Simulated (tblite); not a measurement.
Problem. What does the GFN2-xTB structure of InChI=1S/C2H12N2OSi2/c1-2-7(3,4)5-6/h2-4H2,1,6H3 look like in three dimensions?

Solution. 
Z-matrix in Å and degrees, rows numbered from 1:
```
C 
C   1  1.5249
Si  2  1.8957  1  113.38
N   3  1.7248  2  109.41  1  -179.23
N   3  1.7315  2  108.83  1    56.74
O   3  1.6376  2  110.41  1   -64.23
Si  6  1.6135  3  153.95  2   -40.44
H   1  1.0879  2  110.48  3    54.95
H   1  1.0879  2  110.68  3   -64.90
H   1  1.0895  2  110.99  3   175.16
H   2  1.0903  1  108.88  3  -121.16
H   2  1.0893  1  108.95  3   122.92
H   4  1.0066  3  117.46  2   159.95
H   4  1.0056  3  118.10  2   -64.56
H   5  1.0071  3  118.14  2   -49.27
H   5  1.0080  3  117.92  2   176.01
H   7  1.4650  6  108.92  3    58.66
H   7  1.4631  6  103.49  3   177.71
H   7  1.4630  6  109.59  3   -62.49
```

O6 (siloxane oxygen) is bent (angle 153.9°). The 2 O–Si bonds span 1.613 Å (O6–Si7, drawn single) to 1.638 Å (Si3–O6, drawn single), a spread of 0.025 Å. Si3 (oxygen-bound silicon) is distorted tetrahedral (angles from 104.9° to 113.1°). N4 (silicon-bound nitrogen) is pyramidal (angles 118.1°, 117.5° and 109.9°, sum 345.5°, 0.26 Å off the plane of its three neighbours).

Computed geometry: GFN2-xTB, gas phase.

Point group: C1 (no symmetry element, even within 0.4 Å). Its lowest GFN2-xTB frequency is 14i cm⁻¹, too small to tell a flat minimum from a shallow saddle. The numbers are those of one conformer (C1–C2–Si3–N4 -179°, C2–Si3–N4–H 160° and -65°, C2–Si3–N5–H -49° and 176°, C2–Si3–O6–Si7 -40°).
